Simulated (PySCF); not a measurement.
Orbital picture of AlHg⁺

PW91 at R = 2.950 Å; basis Al def2-SVPD, Hg def2-SVPD with ECP60; scalar-relativistic core potentials; PySCF 2.14. State: ¹Σ⁺ (singlet), closed shell. Only the outer orbitals are listed, counted within each symmetry, core potentials removing the inner ones.

```tsv
orbital	occ.	ε (eV)	on Al (%)	main shells (%)
6σ	2	-15.98	12	86 Hg d, 10 Al s
3π	2	-15.62	0	100 Hg d
3π	2	-15.62	0	100 Hg d
1δ	2	-15.44	0	100 Hg d
1δ	2	-15.44	0	100 Hg d
7σ	2	-14.10	67	66 Al s, 18 Hg s, 13 Hg d
8σ	2	-11.86	36	64 Hg s, 23 Al s, 12 Al p
4π	0	-8.39	95	94 Al p
4π	0	-8.39	95	94 Al p
9σ	0	-8.03	68	70 Al p, 17 Hg p, 14 Hg s
```

Which are the highest filled and the lowest empty level, where do they sit, and how wide is the gap?

Highest filled 8σ at -11.86 eV (in %: 64 Hg s, 23 Al s, 12 Al p); lowest empty 4π at -8.39 eV (in %: 94 Al p); the gap at PW91 is 3.47 eV.

- bond order (Mayer): 0.64
- ⟨S²⟩: 0.000
- charge on Al (Mulliken, basis-dependent): 0.71
- charge on Al (Löwdin, basis-dependent): 0.57
- dipole moment (positive dipole points towards Hg; it is taken about the centre of mass and depends on that origin): -7.95 D

Closed-shell solutions of metal pairs were not tested for spin polarisation, which can lower them a little. Spin–orbit coupling is left out.
